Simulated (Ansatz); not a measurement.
One change: `COCCOCCOC` becomes `COCCOC=O`.

Ansatz, PBE0-D4/def2-TZVP geometries, multiplicity 1. Each molecule was computed in one conformer, which needn't be the lowest.

| property | `COCCOCCOC` |
| --- | --- |
| HOMO energy (PBE/def2-TZVPP) / eV | -5.59 |
| LUMO energy (B3LYP/def2-TZVPP) / eV | 0.88 |
| HOMO–LUMO gap (ωB97M-V/def2-TZVPP) / eV | 12.21 |
| size of the dipole moment (ωB97M-V/def2-TZVPP) / D | 1.57 |
| LUMO energy (PBE0/def2-TZVPP) / eV | 1.21 |
| LUMO energy (ωB97M-V/def2-TZVPP) / eV | 2.70 |

**Question.** What does the change do to each property? (Estimate.)

**Answer.** Computed: 
| property | `COCCOC=O` | shift |
| --- | --- | --- |
| HOMO energy (PBE/def2-TZVPP) / eV | -6.04 | -0.45 |
| LUMO energy (B3LYP/def2-TZVPP) / eV | -0.20 | -1.08 |
| HOMO–LUMO gap (ωB97M-V/def2-TZVPP) / eV | 12.35 | 0.14 |
| size of the dipole moment (ωB97M-V/def2-TZVPP) / D | 2.02 | 0.45 |
| LUMO energy (PBE0/def2-TZVPP) / eV | 0.12 | -1.09 |
| LUMO energy (ωB97M-V/def2-TZVPP) / eV | 2.36 | -0.34 |

With PBE0 the HOMO falls by 0.47 eV and the LUMO falls by 1.09 eV, so the gap narrows by about 0.62 eV. PBE moves the HOMO by -0.45 eV and ωB97M-V by -0.48 eV. Dipoles are sizes alone; their direction can turn.

B3LYP here is the variant with VWN-RPA as its local correlation; programs differ in this.
